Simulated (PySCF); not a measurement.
## Electric field gradients and quadrupole coupling constants

Species: C6H11N3O.
Z-matrix (Å and degrees, GFN2-xTB geometry), rows numbered from 1:
```
C 
C   1  1.5231
C   2  1.5309  1  111.63
N   3  1.4362  2  111.47  1   -66.85
N   4  1.3361  3  123.09  2    98.21
N   5  1.2750  4  108.96  3  -178.61
C   6  1.3474  5  109.80  4     0.20
C   4  1.3552  3  127.64  2   -79.64
O   8  1.3489  4  120.16  3    -2.08
C   9  1.4118  8  114.89  4  -175.99
H   1  1.0872  2  110.66  3    56.25
H   1  1.0870  2  110.55  3   176.66
H   1  1.0872  2  110.36  3   -63.25
H   2  1.0912  1  109.95  3   120.29
H   2  1.0920  1  110.20  3  -120.88
H   3  1.0917  2  110.40  1    51.58
H   3  1.0936  2  110.16  1   173.20
H   7  1.0694  6  121.79  5  -179.91
H  10  1.0940  9  111.05  8    59.86
H  10  1.0938  9  111.06  8   -61.92
H  10  1.0880  9  105.95  8   179.01
```

Field gradients from the PBE0/pcSseg-1 density (PySCF, non-relativistic), principal values in atomic units, ordered |Vxx| ≤ |Vyy| ≤ |Vzz|:

| atom | Vxx | Vyy | Vzz |
| --- | --- | --- | --- |
| N4 | 0.2575 | 0.4315 | -0.6890 |
| N5 | 0.0888 | 0.8909 | -0.9797 |
| N6 | 0.5238 | 0.5652 | -1.0890 |
| O9 | -0.1797 | -1.7560 | 1.9357 |

Problem. Find the asymmetry η = (Vxx − Vyy)/Vzz and the couplings χ = eQV/h (234.96 MHz × Q in barn × V in au), with Q(14N) = 0.02044 b, Q(17O) = −0.0256 b.

Solution. 
```json
{"atom": "N4", "environment": "pyrrole-type nitrogen", "nucleus": "14N", "η": "0.25", "χzz (MHz)": "-3.309", "χxx (MHz)": "1.237", "χyy (MHz)": "2.072"}
{"atom": "N5", "environment": "pyridine-type nitrogen", "nucleus": "14N", "η": "0.82", "χzz (MHz)": "-4.705", "χxx (MHz)": "0.426", "χyy (MHz)": "4.279"}
{"atom": "N6", "environment": "pyridine-type nitrogen", "nucleus": "14N", "η": "0.04", "χzz (MHz)": "-5.23", "χxx (MHz)": "2.52", "χyy (MHz)": "2.71"}
{"atom": "O9", "environment": "aryl ether oxygen", "nucleus": "17O", "η": "0.81", "χzz (MHz)": "-11.64", "χxx (MHz)": "1.08", "χyy (MHz)": "10.56"}
```

The gradient is axial or nearly so (η below 0.05) at N6. The tensor is traceless: Vxx + Vyy + Vzz = 0.

Problem. What is Vzz at N5 in SI units (1 au = 9.71736 × 10²¹ V/m²)?

Solution. -0.9797 au = -9.520 × 10²¹ V/m².

Problem. What couplings would deuterons (Q(2H) = 0.00286 b) have in place of the hydrogens, at this geometry?

Solution. 
| atom | bonded to | bond length (Å) | Vzz (au) | η | χzz (kHz) |
| --- | --- | --- | --- | --- | --- |
| H11 | C1 | 1.087 | 0.3103 | 0.03 | 209 |
| H12 | C1 | 1.087 | 0.3175 | 0.02 | 213 |
| H13 | C1 | 1.087 | 0.3151 | 0.03 | 212 |
| H14 | C2 | 1.091 | 0.3053 | 0.03 | 205 |
| H15 | C2 | 1.092 | 0.3008 | 0.02 | 202 |
| H16 | C3 | 1.092 | 0.2942 | 0.05 | 198 |
| H17 | C3 | 1.094 | 0.2928 | 0.07 | 197 |
| H18 | C7 | 1.069 | 0.3514 | 0.10 | 236 |
| H19 | C10 | 1.094 | 0.2907 | 0.09 | 195 |
| H20 | C10 | 1.094 | 0.2912 | 0.08 | 196 |
| H21 | C10 | 1.088 | 0.3041 | 0.08 | 204 |

Isolated species at its GFN2-xTB geometry (one conformer only). GFN2-xTB bond lengths can be off by several hundredths of an ångström, more for odd bonds, and the gradients follow them. With so small a basis the couplings can be 20 % off.
